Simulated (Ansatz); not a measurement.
GeFCl3 (GeCl3F), relaxed as a singlet with RKS PBE0-D4/def2-SVP in Ansatz, starting from the GFN2-xTB geometry. Force threshold 0.02 eV/Å.

Start:

```xyz
5

Ge   -0.002    0.018   -0.028
F     0.126   -0.965    1.447
Cl   -1.655   -0.773   -1.059
Cl    1.830   -0.260   -1.021
Cl   -0.299    1.981    0.661
```

Estimate the energy that the relaxation releases and the steps that it takes.

1.9 kcal/mol, in 4 steps; 21 s on 2 threads of Intel Xeon on a shared host. No frequencies were taken in this run, so the end may be a saddle point.

Does the start keep its bonding and symmetry?

By distances, no bond broke or formed. The bond that changes most is Ge1–F2, from 1.78 to 1.72 Å (atoms count from 1). Point group C3v at the start, C3v at the end, both within 0.05 Å.

Predict the relaxed structure.


| atom | x (Å) | y (Å) | z (Å) |
| --- | --- | --- | --- |
| Ge1 | 0.003 | -0.026 | 0.040 |
| F2 | 0.128 | -0.977 | 1.464 |
| Cl3 | -1.641 | -0.745 | -1.082 |
| Cl4 | 1.808 | -0.237 | -1.044 |
| Cl5 | -0.299 | 1.985 | 0.622 |
Bond lengths: 3 × Cl–Ge 2.12 Å; 1 × F–Ge 1.72 Å.
